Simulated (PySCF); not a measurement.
# Reading the logs of faulty runs: BC2GeH6

All numbers below are calculated, not measured. They come from PySCF 2.14.0, an open-source quantum chemistry program, on an isolated molecule that a program drew, which may never have been made. The molecule is BC2GeH6 (charge 0, doublet), drawn as the SMILES string `C=[B][GeH][CH3]`.

Each row is a Hartree-Fock (HF) and frozen-core CCSD(T) single point in the cc-pVDZ basis, meant for a local HF minimum. Run 1 is clean. Each other run has one planted mistake out of seven kinds, and not every kind appears here: one electron removed, one electron added, multiplicity raised by two, geometry at a saddle point, minimal basis STO-3G, one bond length entered in bohr, all coordinates scaled. The reference is restricted for singlets and unrestricted otherwise, and also for a bond in bohr. Adding or removing an electron swaps singlet and doublet. Electrons count all cores. HOMO and LUMO are orbital energies over both spins, the gradient is its largest component, and the lowest frequency (negative if imaginary) is given only where the gradient is small. Bond lengths are over the 9 bonds as drawn. T1 is the CCSD diagnostic: over 0.02 (restricted) or 0.045 (unrestricted) a single reference is doubtful. Germanium has the cc-pVDZ-PP basis, with a core potential (ECP10MDF) in place of its 10 inner electrons, and its 3s, 3p and 3d shells are frozen in CCSD(T).

Geometry of the clean run:
```xyz
10
BC2GeH6, angstrom
C    -1.0639    1.9101    2.5041
B    -1.1701    1.7377    1.1290
Ge   -1.3809    1.2943   -0.8226
C    -2.9241    2.0362   -1.7851
H    -1.2177    1.0913    3.2004
H    -0.8197    2.8686    2.9516
H    -0.0996    1.3629   -1.6580
H    -2.7637    3.0960   -1.9939
H    -3.0595    1.5109   -2.7315
H    -3.8261    1.9271   -1.1827
```

| run | electrons | basis functions | <S^2> | HOMO (eV) | LUMO (eV) | gradient (hartree/bohr) | lowest frequency (cm^-1) | mean bond (Å) | longest bond (Å) | T1 | HF (hartree) | CCSD(T) (hartree) | mistake |
|---|---|---|---|---|---|---|---|---|---|---|---|---|---|
| 1 | 55 | 95 | 0.776 | -8.46 | 0.68 | 3.2e-05 | 102 | 1.3713 | 2.012 | 0.0176 | -397.21206 | -397.71590 | no fault |
| 2 | 55 | 95 | 1.534 | -8.25 | 0.43 | 1.7e-02 | - | 1.5227 | 2.893 | 0.0403 | -397.11747 | -397.60743 | one bond length entered in bohr |
| 3 | 55 | 95 | 0.762 | -8.32 | 0.85 | 9.2e-02 | - | 1.2520 | 1.837 | 0.0134 | -397.12646 | -397.61489 | all coordinates scaled |
| 4 | 55 | 95 | 3.769 | -5.57 | 0.60 | 8.9e-02 | - | 1.3713 | 2.012 | 0.0128 | -397.12913 | -397.59567 | multiplicity raised by two |
| 5 | 56 | 95 | 0.000 | -1.06 | 7.95 | 4.6e-02 | - | 1.3713 | 2.012 | 0.0190 | -397.21649 | -397.75611 | ? |
| 6 | 54 | 95 | 0.000 | -13.55 | -6.65 | 5.4e-02 | - | 1.3713 | 2.012 | 0.0159 | -396.93455 | -397.42710 | ? |

**Which mistake was planted in run 5, and what did it cost?**

It counts 56 electrons, one more than the clean run, at the same geometry and basis. So the mistake is: one electron added. Subtracting run 1 and multiplying by 627.51 kcal/mol a hartree, the energy moved by -2.8 kcal/mol in HF and -25.2 kcal/mol in CCSD(T).

**Which mistake was planted in run 6, and what did it cost?**

It counts 54 electrons, one fewer than the clean run, at the same geometry and basis. So the mistake is: one electron removed. Subtracting run 1 and multiplying by 627.51 kcal/mol a hartree, the energy moved by 174.1 kcal/mol in HF and 181.2 kcal/mol in CCSD(T).

